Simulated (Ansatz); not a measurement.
CH3Si (SMILES C=[SiH]) moved off its minimum; all values from Ansatz (a first-principles code), cores frozen in correlated methods. Open shells are unrestricted.
(charge 0, multiplicity 2)
```xyz
5

C     -1.0394     0.4409     0.0079
Si     0.5601    -0.2857     0.0032
H     -1.9772    -0.2201     0.0364
H     -1.1164     1.4364     0.0106
H      1.6342     0.6210     0.0143
```

Forces at wB97M-V/def2-TZVPP (eV/Å):

```
atom      Fx      Fy      Fz
----  ------  ------  ------
C1     0.340  -5.986   0.097
Si2   -2.876  -0.061   0.000
H3     1.517   1.347  -0.088
H4    -0.484   3.755  -0.002
H5     1.504   0.945  -0.007
```

### Question
Give the forces (eV/Å), the total energy and the dipole at MP2/aug-cc-pV(T+d)Z.

### Answer

```json
[
 {"atom": "C1", "Fx": "0.452", "Fy": "-6.130", "Fz": "0.091"},
 {"atom": "Si2", "Fx": "-2.976", "Fy": "0.149", "Fz": "0.020"},
 {"atom": "H3", "Fx": "1.571", "Fy": "1.383", "Fz": "-0.098"},
 {"atom": "H4", "Fx": "-0.516", "Fy": "3.765", "Fz": "0.008"},
 {"atom": "H5", "Fx": "1.469", "Fy": "0.832", "Fz": "-0.021"}
]
```
Energy -328.7152 hartree, dipole 1.19 D.

Doubts at one or more of the structures used: a spin-contaminated determinant (MP2/aug-cc-pV(T+d)Z).
